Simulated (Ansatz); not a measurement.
```yaml
crystal:
  periodic: [false, false, false]
  atoms:
    - {symbol: As, position_ang: [-1.699312, -1.238118, 1.722507]}
    - {symbol: As, position_ang: [-1.283064, 1.674157, 0.270777]}
    - {symbol: As, position_ang: [0.404288, -2.614336, -0.476310]}
    - {symbol: As, position_ang: [0.775480, 0.295097, -2.003599]}
    - {symbol: As, position_ang: [1.878982, 1.060028, 1.015023]}
    - {symbol: O, position_ang: [1.989988, 0.833532, -0.800810]}
    - {symbol: O, position_ang: [-0.769208, 0.495941, -1.026228]}
    - {symbol: O, position_ang: [-2.183588, 0.460991, 1.209050]}
    - {symbol: O, position_ang: [0.251400, 1.902308, 1.162354]}
    - {symbol: O, position_ang: [-0.106663, -1.386766, 0.806076]}
    - {symbol: O, position_ang: [0.741708, -1.482837, -1.878859]}
basis:
  gaussian: {orbitals: def2-TZVP, initial_orbitals: start.molden}
total_charge: 1
magnetization: {spin_polarized: true, initial_magnetization: 4}
hamiltonian: {xc: pbe0, dispersion: d4}
scf: {omitted_lower_state_checks: [starts]}
output: {orbitals: {seedname: orbitals}}
```

The file start.molden holds the orbitals of an earlier run on this structure, at another level or in another basis.

```sh
$ ansatz run in.yaml --threads 4 --pin off --events-out ev --progress --plain --max-ram 6963MiB
```

**Question.** Does this run fit into the memory that it is given?

**Answer.** No. It has 426 basis functions, and Ansatz plans for 8 GiB where 7 GiB are given.
